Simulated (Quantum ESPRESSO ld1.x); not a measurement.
The numbers below are computed, except where a source is named.
Species: the promethium ion Pm8+. Configuration: [Kr] 4d10 4f3 5s2 5p2 (the NIST ground configuration). Level of theory: scalar-relativistic Kohn-Sham, LDA (Slater exchange, Perdew-Zunger correlation), spin-polarised, spherical densities, point nucleus; open shells are filled with parallel spins first (ld1.x of Quantum ESPRESSO 7.5).

X-ray form factor f0, the Fourier transform of the density (f0(0) = 53):

sin(theta)/lambda (1/angstrom)  f0 (electrons)
0.05                                    52.623
0.1                                     51.532
0.15                                    49.838
0.2                                     47.698
0.25                                    45.283
0.3                                     42.750
0.4                                     37.791
0.5                                     33.367
0.6                                     29.596
0.8                                     23.790
1                                       19.868
1.25                                    16.740
1.5                                     14.520
2                                       10.740
